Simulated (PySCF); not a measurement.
COS, charge -1, doublet, at a GFN2-xTB geometry (a state made from the parent by changing its charge; the spin is typed, not shown lowest) (in this run its highest filled SCF level lies above zero, so its values depend strongly on the basis, on diffuse functions most of all). Base run: PBE/3-21G in PySCF.

Input for PySCF:
```python
from pyscf import gto, scf, dft

mol = gto.Mole()
mol.atom = '''
    O    -1.64907801   -0.03336150   -0.05941692
    C    -0.52949391    0.41701461    0.12119998
    S     1.02309922   -0.13969972   -0.01574153
'''
mol.basis = '3-21g'
mol.charge = -1
mol.spin = 1
mol.verbose = 4
mol.symmetry = True
mol.build()

mf = dft.UKS(mol)
mf.xc = 'pbe'
mf.kernel()
mf.analyze()
```

Each row names what was changed in the base input (with any setting that the change needs).

```json
[
 {"change": "base", "ΔE vs base (eV)": "0.00", "point group used": "Cs", "SCF cycles": "10"},
 {"change": "irrep_nelec = A':(14, 12) A\":(2, 3)", "ΔE vs base (eV)": "8.74", "point group used": "Cs", "SCF cycles": "10"},
 {"change": "symmetry = off", "ΔE vs base (eV)": "0.00", "point group used": "C1", "SCF cycles": "10"},
 {"change": "irrep_nelec = A':(12, 12) A\":(4, 3)", "ΔE vs base (eV)": "2.07", "point group used": "Cs", "SCF cycles": "11"}
]
```

Open shells are given as the SCF converged; they aren't shown to be the lowest states, and a large step between rows can be another state.
